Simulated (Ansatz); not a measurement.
Gas-phase electronic energies from Ansatz, PBE0-D4/def2-TZVP geometries. CCSD(T)/CBS adds triple-zeta CCSD(T) − MP2 to the extrapolated MP2 energy (def2 sets, frozen cores). Functionals use def2-TZVPP. B3LYP here is the variant with VWN-RPA as its local correlation; programs differ in this. For Ge outer-core shells are correlated without core-valence functions, which leaves a few kJ/mol of doubt a bond. Scalar relativity is left out up to krypton. One conformer a species, not always the lowest.

Consider the germylene formation by 1,1-elimination: `[CH3][Ge]([OH])([OH])[GeH3]` → `[OH][GeH3]` + `[CH3][Ge][OH]`.

| level | ΔE (kcal/mol) | difference from CCSD(T)/CBS |
| --- | --- | --- |
| r2SCAN-D4 | 39.3 | 2.5 |
| B3LYP-D4 | 33.0 | -3.8 |
| ωB97X-V | 37.7 | 0.9 |
| ωB97M-V | 34.5 | -2.3 |
| B2PLYP | 33.6 | -3.2 |
| MP2/def2-TZVPP | 41.0 | 4.2 |
| CCSD/def2-TZVPP | 37.9 | 1.1 |
| CCSD(T)/def2-TZVPP | 38.6 | 1.8 |
| MP2/def2-QZVPP | 39.8 | 3.0 |
| CCSD/CBS(def2) | 36.1 | -0.7 |
| CCSD(T)/CBS | 36.8 | 0 |

Largest T1 diagnostic among the species: 0.014.

In def2-TZVPP, CCSD(T) changes the Hartree–Fock value by +7.4 kcal/mol (the triples alone add +0.7 kcal/mol) and MP2 by +9.8 kcal/mol. The D4 term adds +3.8 kcal/mol with B3LYP and +2.2 kcal/mol with PBE0; it sums over pairs of atoms, weighted by their polarisabilities, and B3LYP, whose exchange is more repulsive, gets the larger term.
